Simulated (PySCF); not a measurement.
Compound: 2,4,6-trifluorophenol, C6H3F3O.
Z-matrix (Å and degrees, PBE0-D3(BJ)/def2-SVP geometry), rows numbered from 1:
```
O 
C   1  1.3434
C   2  1.3961  1  122.61
F   3  1.3393  2  116.07  1    -0.02
C   3  1.3861  2  123.46  1  -179.98
C   5  1.3895  3  117.45  2     0.07
F   6  1.3302  5  119.11  3   180.00
C   6  1.3900  5  121.79  3    -0.00
C   8  1.3889  6  118.70  5    -0.01
F   9  1.3252  2  118.24  1     0.03
H   1  0.9656  2  108.13  3    -0.87
H   5  1.0897  3  120.89  2  -179.90
H   8  1.0899  6  121.11  5   179.89
```

Computed with PySCF at B3LYP/def2-SVPD, non-relativistic, on one gas-phase PBE0-D3(BJ)/def2-SVP geometry that isn't relaxed in the solvent. The solvent is an IEF-PCM continuum (van der Waals radii × 1.2). The model holds no explicit solvent molecules, cavitation or dispersion.

Gas phase at B3LYP/def2-SVPD: HOMO -6.78 eV, LUMO -0.98 eV, dipole 1.33 D.

Q: What does the continuum do to the energy, the frontier levels and the dipole at B3LYP/def2-SVPD in chloroform and tetrahydrofuran?

A: 
```
        solvent      ε  E(solvent) − E(gas) (kcal/mol)  polarisation term (kcal/mol)  distortion of the solute (kcal/mol)  HOMO (eV)  LUMO (eV)  dipole (D)
     chloroform  4.711                           -3.79                         -4.12                                 0.33      -6.65      -0.83        1.66
tetrahydrofuran  7.426                           -4.37                         -4.81                                 0.44      -6.64      -0.81        1.71
```

Polarisation term: ½ Σ q·V over the induced surface charges. Distortion: the rise of the solute's own energy as its density leaves the gas-phase optimum. From chloroform to tetrahydrofuran the lowering changes by a factor 1.15, Onsager's factor (ε − 1)/(2ε + 1) by 1.14 and ε itself by 1.6.

Q: Which radius a makes the point-dipole formula ΔE = −[(ε − 1)/(2ε + 1)]·μ²/a³ give the value in tetrahydrofuran, with the gas-phase dipole?

A: μ = 0.523 au and |ΔE| = 0.00696 Eh give a = 1.33 Å; the farthest nucleus lies 2.97 Å from the centroid of the nuclei, so such a sphere wouldn't even hold the nuclei. The formula assumes a rigid point dipole at the centre of a sphere.

Q: How does the static polarisability (B3LYP/def2-SVPD, frozen core, with the continuum's full static response) change?

A: 
```json
{"medium": "gas", "isotropic (au)": "74.3", "principal values (au)": "43.8, 85.4, 93.6", "⟨r²⟩ of the electrons (bohr²)": "1352.5"}
{"medium": "chloroform", "isotropic (au)": "92.1", "principal values (au)": "53.1, 106.9, 116.2", "⟨r²⟩ of the electrons (bohr²)": "1352.6"}
{"medium": "tetrahydrofuran", "isotropic (au)": "95.1", "principal values (au)": "55.2, 110.5, 119.8", "⟨r²⟩ of the electrons (bohr²)": "1352.7"}
```

The isotropic value in tetrahydrofuran is 1.28 times the gas-phase one; no cavity-field correction is applied. ⟨r²⟩ is taken about the centre of nuclear charge.
